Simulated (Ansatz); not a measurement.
Gas-phase electronic energies from Ansatz, PBE0-D4/def2-TZVP geometries. CCSD(T)/CBS is the MP2 limit (def2-TZVPP, def2-QZVPP) plus CCSD(T) − MP2 in def2-TZVPP, frozen cores. This one scheme is used for every species. DFT in def2-TZVPP. B3LYP here is the variant with VWN-RPA as its local correlation; programs differ in this. For Ge outer-core shells are correlated without core-valence functions, which leaves a few kJ/mol of doubt a bond. Scalar relativity is left out up to krypton.

`C[B](F)[GeH3]` + `[F][GeH2][Cl]` → `[F][GeH]([Cl])[GeH3]` + `CBF`  (formal exchange of groups at a Ge–B bond)

```json
{"level": "revPBE-D4", "ΔE (kJ/mol)": "-45.5"}
{"level": "B3LYP-D4", "ΔE (kJ/mol)": "-51.3"}
{"level": "r2SCAN", "ΔE (kJ/mol)": "-46.2"}
{"level": "B3LYP", "ΔE (kJ/mol)": "-50.2"}
{"level": "r2SCANh", "ΔE (kJ/mol)": "-46.6"}
{"level": "MP2/def2-SVP", "ΔE (kJ/mol)": "-45.1"}
{"level": "HF/def2-TZVPP", "ΔE (kJ/mol)": "-49.0"}
{"level": "CCSD/def2-TZVPP", "ΔE (kJ/mol)": "-45.2"}
```

**Question.** What does CCSD(T)/CBS give? (Estimate.)

**Answer.** Ansatz gave: -46.1 kJ/mol. The listed levels differ from it by 0.6, -5.2, -0.1, -4.1, -0.5, 1.0, -2.9, 0.9 kJ/mol.

Largest T1 diagnostic among the species: 0.013.

At CCSD(T), def2-SVP lies +3.3 kJ/mol from the extrapolated value and def2-TZVPP +1.4 kJ/mol. Leaving LDA and LC-ωPBE aside and taking each functional with its dispersion term where it has one, the values, not all of them listed here, spread over 13.3 kJ/mol, from BHLYP-D4 to B97M-V. LDA lies +5.1 kJ/mol from PBE without D4.
